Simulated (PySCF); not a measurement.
H$_{2}$BiCl (SMILES [Cl][BiH2]), singlet, at a GFN2-xTB geometry (such geometries of metal compounds can be far from the true shape) (core potentials on Bi), atoms displaced at random by about 0.03 Å a coordinate; PBE/def2-SVP, gradient in PySCF.

Input for PySCF:
```python
from pyscf import gto, scf, dft

mol = gto.M(
    atom='''
Bi   -0.229581   -0.253688    0.279781
H    -1.590066    0.324924   -0.816870
H    -0.152423   -1.608647   -0.778927
Cl    1.448086    1.117384   -1.088657
''',
    basis='def2-svp',
    ecp={'Bi': 'def2-svp'},
    charge=0,
    spin=0,
    verbose=4,
)

mf = dft.RKS(mol)
mf.xc = 'pbe'
mf.kernel()
g = mf.nuc_grad_method()
grad = g.kernel()
```

What the program printed (banner, timings and long lists left out):

```
PySCF version 2.14.0

[INPUT] verbose = 4
[INPUT] num. atoms = 4
[INPUT] num. electrons = 42
[INPUT] charge = 0
[INPUT] spin (= nelec alpha-beta = 2S) = 0
[INPUT] symmetry False subgroup None
[INPUT] Mole.unit = angstrom
[INPUT] Symbol           X                Y                Z      unit          X                Y                Z       unit  Magmom
[INPUT]  1 Bi    -0.229581000000  -0.253688000000   0.279781000000 AA   -0.433845213404  -0.479400841089   0.528709464857 Bohr   0.0
[INPUT]  2 H     -1.590066000000   0.324924000000  -0.816870000000 AA   -3.004789259983   0.614017371298  -1.543660579373 Bohr   0.0
[INPUT]  3 H     -0.152423000000  -1.608647000000  -0.778927000000 AA   -0.288037725085  -3.039902261103  -1.471958701029 Bohr   0.0
[INPUT]  4 Cl     1.448086000000   1.117384000000  -1.088657000000 AA    2.736485944817   2.111549735971  -2.057263573591 Bohr   0.0

nuclear repulsion = 100.330254560701
number of shells = 24
number of NR pGTOs = 111
number of NR cGTOs = 54
basis = def2-svp
ecp = {'Bi': 'def2-svp'}

******** <class 'pyscf.dft.rks.RKS'> ********
method = RKS
initial guess = minao
damping factor = 0
level_shift factor = 0
DIIS = <class 'pyscf.scf.diis.CDIIS'>
diis_start_cycle = 1
diis_space = 8
diis_damp = 0
SCF conv_tol = 1e-09
SCF conv_tol_grad = None
SCF max_cycles = 50
direct_scf = True
direct_scf_tol = 1e-13
XC library pyscf.dft.libxc version 7.1.2
    S. Lehtola, C. Steigemann, M. J. T. Oliveira, and M. A. L. Marques,  SoftwareX 7, 1–5 (2018)
XC functionals = pbe
    J. P. Perdew, K. Burke, and M. Ernzerhof,  Phys. Rev. Lett. 77, 3865 (1996)
    J. P. Perdew, K. Burke, and M. Ernzerhof,  Phys. Rev. Lett. 78, 1396 (1997)
    J. P. Perdew, K. Burke, and M. Ernzerhof,  Phys. Rev. Lett. 77, 3865 (1996)
    J. P. Perdew, K. Burke, and M. Ernzerhof,  Phys. Rev. Lett. 78, 1396 (1997)
radial grids:
    Treutler-Ahlrichs [JCP 102, 346 (1995); DOI:10.1063/1.469408] (M4) radial grids

becke partition: Becke, JCP 88, 2547 (1988); DOI:10.1063/1.454033
pruning grids: <function nwchem_prune>
grids dens level: 3
symmetrized grids: False
atomic radii adjust function: <function treutler_atomic_radii_adjust>
small_rho_cutoff = 0
Set gradient conv threshold to 3.16228e-05
Initial guess from minao.
tot grids = 61944
init E= -649.260278044119
  HOMO = -0.642082288138158  LUMO = -0.614806412655608  gap/eV = 0.74221
cycle= 1 E= -673.956143106612  delta_E= -24.7  |g|=  2.4  |ddm|= 13.4
  HOMO = 0.0529239794356542  LUMO = 0.136395597192681  gap/eV = 2.27138
cycle= 2 E= -673.010374822931  delta_E= 0.946  |g|= 3.47  |ddm|= 9.31
  HOMO = -0.207997445443728  LUMO = -0.0509764181152121  gap/eV = 4.27276
cycle= 3 E= -675.654852447547  delta_E= -2.64  |g|= 0.395  |ddm|= 5.38
  HOMO = -0.20054032974879  LUMO = -0.102249580153959  gap/eV = 2.67463
cycle= 4 E= -675.681024353971  delta_E= -0.0262  |g|= 0.333  |ddm|=  1.2
  HOMO = -0.242192222390099  LUMO = -0.110146859380372  gap/eV = 3.59314
cycle= 5 E= -675.723753100813  delta_E= -0.0427  |g|= 0.0623  |ddm|= 0.552
  HOMO = -0.231924294492087  LUMO = -0.103300753313377  gap/eV = 3.50002
cycle= 6 E= -675.725014193119  delta_E= -0.00126  |g|= 0.0214  |ddm|= 0.143
  HOMO = -0.233127111940598  LUMO = -0.103264296657983  gap/eV = 3.53375
cycle= 7 E= -675.72522032981  delta_E= -0.000206  |g|= 0.00297  |ddm|= 0.0399
  HOMO = -0.233368976725555  LUMO = -0.103428166075787  gap/eV = 3.53587
cycle= 8 E= -675.725223192849  delta_E= -2.86e-06  |g|= 0.00106  |ddm|= 0.00569
  HOMO = -0.233349111875683  LUMO = -0.103451332360287  gap/eV = 3.53470
cycle= 9 E= -675.725223620297  delta_E= -4.27e-07  |g|= 0.00015  |ddm|= 0.00179
  HOMO = -0.233350211543957  LUMO = -0.103450626852606  gap/eV = 3.53475
cycle= 10 E= -675.725223631618  delta_E= -1.13e-08  |g|= 4.04e-05  |ddm|= 0.00033
  HOMO = -0.233350931974433  LUMO = -0.103450554118837  gap/eV = 3.53477
cycle= 11 E= -675.725223632298  delta_E= -6.8e-10  |g|= 1e-05  |ddm|= 7.98e-05
  HOMO = -0.233352698530952  LUMO = -0.103450549560897  gap/eV = 3.53482
Extra cycle  E= -675.725223632242  delta_E= 5.59e-11  |g|= 1.55e-05  |ddm|= 4.44e-05
converged SCF energy = -675.725223632242

******** <class 'pyscf.grad.rks.Gradients'> for <class 'pyscf.dft.rks.RKS'> ********
unit = Eh/Bohr
grid_response = False
--------------- RKS gradients ---------------
         x                y                z
0 Bi    -0.0016874788    -0.0301336008    -0.0022012940
1 H    -0.0003460799     0.0008673987    -0.0056728814
2 H    -0.0031200521     0.0230084487     0.0151826879
3 Cl     0.0051081321     0.0062449672    -0.0072922800
----------------------------------------------
```
